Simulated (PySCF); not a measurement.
Removing an electron from CH6BNS

CH₆BNS.
SMILES with atom numbers: `[CH3:1][S:2][BH:3][NH2:4]` (hydrogens: H5, H6, H7 on C1; H8 on B3; H9, H10 on N4)

Geometry (PBE0-D3(BJ)/def2-SVP, Å), atoms numbered from 1 in this order:
```xyz
10
CH6BNS angstrom
C      1.9412    0.1152    0.0583
S      0.4589   -0.4179    0.9619
B     -0.8663    0.0130   -0.1943
N     -2.2007   -0.2413    0.1283
H      2.8006   -0.0402    0.7241
H      1.8838    1.1800   -0.2035
H      2.0860   -0.4816   -0.8522
H     -0.5907    0.5262   -1.2544
H     -2.5018   -0.6666    0.9954
H     -2.9582   -0.0092   -0.4985
```

Level: wB97X-D/def2-SVPD (PySCF). Frontier orbitals with their largest atomic shares (Löwdin; up to four atoms above 4 %):

```json
{"orbital": "HOMO−3", "ε (eV)": "-12.31", "main atoms": "S2 36 %, C1 32 %, B3 10 %, H5 9 %"}
{"orbital": "HOMO−2", "ε (eV)": "-10.94", "main atoms": "N4 56 %, B3 20 %, S2 10 %, H10 5 %"}
{"orbital": "HOMO−1", "ε (eV)": "-10.10", "main atoms": "S2 55 %, B3 19 %, H8 9 %, C1 9 %"}
{"orbital": "HOMO", "ε (eV)": "-8.51", "main atoms": "?"}
{"orbital": "LUMO", "ε (eV)": "1.79", "main atoms": "B3 48 %, S2 19 %, H10 12 %, H9 8 %"}
{"orbital": "LUMO+1", "ε (eV)": "2.17", "main atoms": "B3 42 %, S2 22 %, N4 17 %, H8 11 %"}
{"orbital": "LUMO+2", "ε (eV)": "2.23", "main atoms": "S2 46 %, B3 16 %, C1 12 %, H5 7 %"}
```

Task: What vertical ionisation energy does ΔSCF give, and how far is −ε(HOMO) from it?

Result: ΔSCF: 8.91 eV (860 kJ/mol; threshold wavelength 139 nm); ⟨S²⟩ of the doublet left behind is 0.765, against 0.75 for a pure doublet. −ε(HOMO) is 8.51 eV, 0.40 eV below it. In exact Kohn–Sham theory the two would be equal; wB97X-D (range-separated hybrid) falls short of its own ΔSCF value by 4 %.

Task: On which atoms does the HOMO lie?

Result: S2 (sulfur bonded to B and C) 61 %, N4 (boron-bound nitrogen) 14 %, C1 (S-methyl carbon) 10 %, B3 (three-coordinate boron) 9 %, so more than half of it is on one atom. The HOMO−1 lies 1.59 eV lower.

Task: What total energies stand behind the ΔSCF value?

Result: E(N) = -519.34062 Eh and E(N − 1) = -519.01303 Eh at the same geometry, 0.32759 Eh apart.

Task: With α = 58.5 au, estimate the like-pair dispersion coefficient by London's formula C6 = (3/4)α²I.

Result: I = 0.3276 Eh, so C6 ≈ 842 au, a rough estimate.

Task: Shift the occupied levels rigidly so that −ε(HOMO) equals the ΔSCF value. What binding energies result?

Result: The shift is +0.40 eV: HOMO 8.91, HOMO−1 10.50, HOMO−2 11.34, HOMO−3 12.71 eV. A rigid shift is only a rough guide to the deeper ionisations.

The structure is a single PBE0-D3(BJ)/def2-SVP conformer in the gas phase; no vibrational or solvent corrections.

Note: wB97X-D ran without an empirical dispersion term, which enters the total energy and its gradient alone.
